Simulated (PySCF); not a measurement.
**Electronic structure of Al (aluminium, neutral) at the UHF level**

Configuration: [Ne] 3s2 3p1, 2P determinant. All numbers are calculated (PySCF 2.14, no relativity, point nucleus, in pcseg-2).

- Total energy: -241.869341 hartree
- One-electron energy: -336.8443 hartree
- Hartree (Coulomb) energy: 113.0738 hartree
- Exchange energy: -18.0989 hartree
- Kinetic energy: 242.64702 hartree
- ⟨S²⟩: 0.7566
- ⟨L²⟩: 2.019
- Sum of ⟨r⟩: 13.70 bohr
- Sum of ⟨r²⟩: 33.44 bohr²
- Traceless quadrupole moment −½Σ⟨3z² − r²⟩ along its main axis: -5.57 e·bohr²
- Density at the nucleus (Gaussians lack the cusp): 1370 bohr⁻³
- Spin density at the nucleus: -0.0719 bohr⁻³
- Langevin diamagnetic susceptibility: -26.5 ×10⁻⁶ cm³/mol
- Time after the integrals: 0.14 s of wall time on 1 thread of Intel(R) Xeon(R) Platinum 8259CL CPU @ 2.50GHz (shared host)

```
shell  electrons  mean orbital energy (hartree)  spread (hartree)  rms radius, mean of both spins (bohr)
 1s α          1                      -58.43881                 0                                  0.140
 1s β          1                      -58.43586                 0                                  0.140
 2s α          1                       -4.89709                 0                                  0.680
 2s β          1                       -4.89353                 0                                  0.680
 2p α          3                       -3.20816           0.00719                                  0.675
 2p β          3                       -3.20120           0.00937                                  0.675
 3s α          1                       -0.42383                 0                                   2.82
 3s β          1                       -0.36313                 0                                   2.82
 3p α          1                       -0.21406                 0                                   3.73
```
